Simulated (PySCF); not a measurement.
Computed properties of GeH2Br2, SMILES [Br][GeH2][Br]

GeH2Br2, SMILES [Br][GeH2][Br]. Geometry optimised at B3LYP-D3(BJ)/def2-SVP. One conformer was computed; it need not be the lowest. All values are computed for the isolated molecule unless a solvent is named; none is compared with measurement here.

**Structure.** The optimised structure has C2v symmetry. All 9 harmonic modes at B3LYP-D3(BJ)/def2-SVP (PySCF) are real, so it is a minimum. With heavy atoms numbered as in [GeH2:1]([Br:2])[Br:3], the shortest bond between them is Ge1–Br3 at 2.319 Å and the longest Ge1–Br2 at 2.319 Å.

**Vibrations.** The strongest infrared lines (harmonic, unscaled, degenerate partners summed) lie at 761 cm⁻¹ (179 km/mol, H 98 %), 848 cm⁻¹ (100 km/mol, H 99 %), 2171 cm⁻¹ (83 km/mol, H 98 %). The softest mode is at 97 cm⁻¹ and the zero-point energy is 11.1 kcal/mol.

**Electronic structure.** M06-2X/def2-TZVPD (PySCF) places the frontier levels at -9.73 and -0.62 eV, a gap of 9.11 eV, and gives a dipole moment of 1.86 D and a mean polarisability of 75.0 bohr³. PBE/def2-TZVPD (PySCF) at the same geometry gives -7.26 and -2.45 eV, so its gap is 4.30 eV narrower. An orbital gap is neither the optical nor the fundamental gap.

**Excitations.** TDA-PBE0/def2-SVPD (PySCF) has S1 at 5.58 eV (222 nm, f = 0.015, weak); the most intense of the 10 singlets computed lies at 5.70 eV (f = 0.04). T1 (TDA) is at 5.09 eV, 0.49 eV under S1. TDA-PBE/def2-SVPD (PySCF) puts S1 at 4.96 eV. No vertical singlet excitation falls in the visible range (under 3.1 eV).

**NMR.** GIAO shifts at HF/pcSseg-1 (PySCF) (non-relativistic, atoms alike by connectivity averaged): ¹H at 6.1 ppm against TMS. Without spin–orbit terms, shifts of atoms bonded to Cl or Br come out too high.
